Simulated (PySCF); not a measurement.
Frontier levels across methods

Compound: C3H10Si.
Numbering: `[CH3:1][CH:2]([CH3:3])[SiH3:4]` (hydrogens: H5, H6, H7 on C1; H8 on C2; H9, H10, H11 on C3; H12, H13, H14 on Si4)

Geometry (PBE0-D3(BJ)/def2-SVP, Å), atoms numbered from 1 in this order:
```
atom  x, y, z in Å
C1    -0.5295    1.3131   -0.7155
C2    -0.2154    0.1485    0.2222
C3    -1.0823   -1.0735   -0.0770
Si4    1.6276   -0.2912    0.1754
H5    -1.5973    1.5853   -0.6653
H6    -0.3102    1.0531   -1.7646
H7     0.0538    2.2140   -0.4689
H8    -0.4149    0.4725    1.2609
H9    -2.1547   -0.8273    0.0017
H10   -0.9092   -1.4454   -1.1007
H11   -0.8824   -1.9058    0.6157
H12    1.9385   -1.3848    1.1489
H13    2.4672    0.9009    0.5137
H14    2.0076   -0.7602   -1.1958
```

Basis pcSseg-2 throughout (PySCF), one geometry. Isolated species at its PBE0-D3(BJ)/def2-SVP geometry, gas phase.

Q: How do the orbital energies, the gap and the dipole change with the method?

A: 
```json
{"method": "BLYP", "kind": "GGA", "HOMO (eV)": "-6.79", "LUMO (eV)": "-0.31", "gap (eV)": "6.48", "μ (D)": "0.88", "SCF cycles": "14"}
{"method": "OPBE", "kind": "GGA", "HOMO (eV)": "-6.85", "LUMO (eV)": "-0.17", "gap (eV)": "6.69", "μ (D)": "0.93", "SCF cycles": "14"}
{"method": "B97-D", "kind": "GGA", "HOMO (eV)": "-6.88", "LUMO (eV)": "-0.22", "gap (eV)": "6.66", "μ (D)": "0.90", "SCF cycles": "14"}
{"method": "PBE", "kind": "GGA", "HOMO (eV)": "-6.89", "LUMO (eV)": "-0.37", "gap (eV)": "6.51", "μ (D)": "0.91", "SCF cycles": "14"}
{"method": "LDA", "kind": "LDA", "HOMO (eV)": "-6.95", "LUMO (eV)": "-0.56", "gap (eV)": "6.38", "μ (D)": "0.89", "SCF cycles": "13"}
{"method": "KT2", "kind": "GGA", "HOMO (eV)": "-6.97", "LUMO (eV)": "-0.43", "gap (eV)": "6.54", "μ (D)": "0.87", "SCF cycles": "14"}
{"method": "BP86", "kind": "GGA", "HOMO (eV)": "-6.98", "LUMO (eV)": "-0.30", "gap (eV)": "6.68", "μ (D)": "0.91", "SCF cycles": "14"}
{"method": "KT3", "kind": "GGA", "HOMO (eV)": "-7.01", "LUMO (eV)": "-0.45", "gap (eV)": "6.57", "μ (D)": "0.87", "SCF cycles": "14"}
{"method": "B97-2", "kind": "global hybrid", "HOMO (eV)": "-7.88", "LUMO (eV)": "0.41", "gap (eV)": "8.29", "μ (D)": "0.88", "SCF cycles": "13"}
{"method": "B3LYP", "kind": "global hybrid", "HOMO (eV)": "-7.93", "LUMO (eV)": "0.11", "gap (eV)": "8.04", "μ (D)": "0.86", "SCF cycles": "12"}
{"method": "PBE0", "kind": "global hybrid", "HOMO (eV)": "-8.12", "LUMO (eV)": "0.37", "gap (eV)": "8.48", "μ (D)": "0.87", "SCF cycles": "12"}
{"method": "mPW1PW91", "kind": "global hybrid", "HOMO (eV)": "-8.15", "LUMO (eV)": "0.38", "gap (eV)": "8.52", "μ (D)": "0.87", "SCF cycles": "12"}
{"method": "BHandHLYP", "kind": "global hybrid", "HOMO (eV)": "-9.30", "LUMO (eV)": "0.97", "gap (eV)": "10.27", "μ (D)": "0.82", "SCF cycles": "12"}
{"method": "CAM-B3LYP", "kind": "range-separated hybrid", "HOMO (eV)": "-9.48", "LUMO (eV)": "1.12", "gap (eV)": "10.60", "μ (D)": "0.83", "SCF cycles": "12"}
{"method": "wB97X-D", "kind": "range-separated hybrid", "HOMO (eV)": "-9.97", "LUMO (eV)": "2.05", "gap (eV)": "12.02", "μ (D)": "0.85", "SCF cycles": "12"}
{"method": "LC-wPBE", "kind": "range-separated hybrid", "HOMO (eV)": "-10.80", "LUMO (eV)": "2.26", "gap (eV)": "13.06", "μ (D)": "0.84", "SCF cycles": "12"}
{"method": "HF", "kind": "Hartree–Fock", "HOMO (eV)": "-11.14", "LUMO (eV)": "2.65", "gap (eV)": "13.79", "μ (D)": "0.81", "SCF cycles": "9"}
```

The HOMO spans 4.35 eV, from BLYP down to HF, and the gap runs from 6.38 eV (LDA) to 13.79 eV (HF). Over the methods BLYP (0 %), OPBE (0 %), B97-D (0 %), PBE (0 %), LDA (0 %), KT2 (0 %), BP86 (0 %), KT3 (0 %), B97-2 (21 %), B3LYP (20 %), PBE0 (25 %), mPW1PW91 (25 %), BHandHLYP (50 %), HF (100 %), a straight line through the gap against the share of exact exchange rises by 0.73 eV for each 10 % (correlation coefficient 0.999). The dipole ranges from 0.81 D (HF) to 0.93 D (OPBE). This basis has no diffuse functions.

The vertical ΔSCF ionisation energy at PBE0/def2-SVPD is 10.12 eV; −ε(HOMO) comes closest to it with wB97X-D (9.97 eV).
